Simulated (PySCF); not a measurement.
Compound: 2-penten-4-olide, C5H6O2.
SMILES with atom numbers: `[CH3:1][C@H:2]1[CH:3]=[CH:4][C:5](=[O:6])[O:7]1` (hydrogens: H8, H9, H10 on C1; H11 on C2; H12 on C3; H13 on C4)

The same species was optimised twice, with GFN2-xTB and with PBE0-D3(BJ)/def2-SVP (PySCF), and the same property calculations (PySCF, gas phase) were run on both structures.

```
  coordinate  GFN2-xTB  PBE0-D3(BJ)/def2-SVP  change
   C1–C2 (Å)     1.529                 1.517  -0.012
   C5–O7 (Å)     1.353                 1.362  +0.009
   C3=C4 (Å)     1.327                 1.334  +0.007
   C5=O6 (Å)     1.197                 1.195  -0.002
   C2–O7 (Å)     1.419                 1.418  -0.001
   C4–C5 (Å)     1.483                 1.484  +0.001
   C2–C3 (Å)     1.499                 1.499   0.000
C1–C2–C3 (°)     112.9                 114.6    +1.7
C4–C5–O6 (°)     129.0                 129.8    +0.8
C4–C5–O7 (°)     107.6                 107.2    -0.4
O6–C5–O7 (°)     123.3                 123.0    -0.3
C1–C2–O7 (°)     110.6                 110.3    -0.3
C3–C4–C5 (°)     108.0                 108.3    +0.3
C2–O7–C5 (°)     110.7                 110.9    +0.2
C2–C3–C4 (°)     109.3                 109.1    -0.2
```

Rotational constants: A = 5783, B = 2356, C = 1840 MHz (GFN2-xTB) against A = 5780, B = 2346, C = 1821 MHz (PBE0-D3(BJ)/def2-SVP). Point groups within 0.08 Å: C1 and C1.

On the GFN2-xTB structure: lowest singlet, TDDFT (eV) 4.86 [PBE0/def2-SVPD]; lowest triplet, Tamm–Dancoff (eV) 4.11 [PBE0/def2-SVPD]; isotropic polarisability (au) 63.2 [PBE0/def2-SVPD]; HOMO (eV) -8.04 [PBE0/def2-SVPD]; LUMO (eV) -1.42 [PBE0/def2-SVPD]; dipole (D) 5.25 [PBE0/def2-SVPD]; HOMO (eV) -7.95 [PBE0/pcSseg-1]; LUMO (eV) -1.36 [PBE0/pcSseg-1]; dipole (D) 5.14 [PBE0/pcSseg-1]; GIAO shielding of C1 (ppm) 164.3 [PBE0/pcSseg-1]; GIAO shielding of C2 (ppm) 105.3 [PBE0/pcSseg-1]; GIAO shielding of C3 (ppm) 22.0 [PBE0/pcSseg-1]; GIAO shielding of C4 (ppm) 55.7 [PBE0/pcSseg-1]; GIAO shielding of C5 (ppm) 11.4 [PBE0/pcSseg-1]; GIAO shielding of O6 (ppm) -87.8 [PBE0/pcSseg-1]; GIAO shielding of O7 (ppm) 97.3 [PBE0/pcSseg-1].

Question: What do these properties become on the PBE0-D3(BJ)/def2-SVP structure?

Answer: 
```tsv
property	level	on GFN2-xTB	on PBE0-D3(BJ)/def2-SVP	change
lowest singlet, TDDFT (eV)	PBE0/def2-SVPD	4.86	4.86	0.00
lowest triplet, Tamm–Dancoff (eV)	PBE0/def2-SVPD	4.11	4.06	-0.05
isotropic polarisability (au)	PBE0/def2-SVPD	63.2	63.9	+0.7
HOMO (eV)	PBE0/def2-SVPD	-8.04	-8.07	-0.03
LUMO (eV)	PBE0/def2-SVPD	-1.42	-1.46	-0.04
dipole (D)	PBE0/def2-SVPD	5.25	5.20	-0.05
energy, GFN2-xTB geometry as zero (kcal/mol)	PBE0/def2-SVPD	0.0	-0.6	-0.6
HOMO (eV)	PBE0/pcSseg-1	-7.95	-7.98	-0.03
LUMO (eV)	PBE0/pcSseg-1	-1.36	-1.40	-0.04
dipole (D)	PBE0/pcSseg-1	5.14	5.10	-0.04
energy, GFN2-xTB geometry as zero (kcal/mol)	PBE0/pcSseg-1	0.0	-0.3	-0.3
GIAO shielding of C1 (ppm)	PBE0/pcSseg-1	164.3	163.4	-0.9
GIAO shielding of C2 (ppm)	PBE0/pcSseg-1	105.3	105.8	+0.5
GIAO shielding of C3 (ppm)	PBE0/pcSseg-1	22.0	19.6	-2.4
GIAO shielding of C4 (ppm)	PBE0/pcSseg-1	55.7	53.8	-1.9
GIAO shielding of C5 (ppm)	PBE0/pcSseg-1	11.4	11.9	+0.5
GIAO shielding of O6 (ppm)	PBE0/pcSseg-1	-87.8	-87.0	+0.8
GIAO shielding of O7 (ppm)	PBE0/pcSseg-1	97.3	92.9	-4.4
```

The heavy atoms differ by 0.020 Å rms after alignment. Among bonds between heavy atoms C1–C2 changes most (-0.012 Å). Changes are differences of the printed values. Neither structure is proved a minimum here.
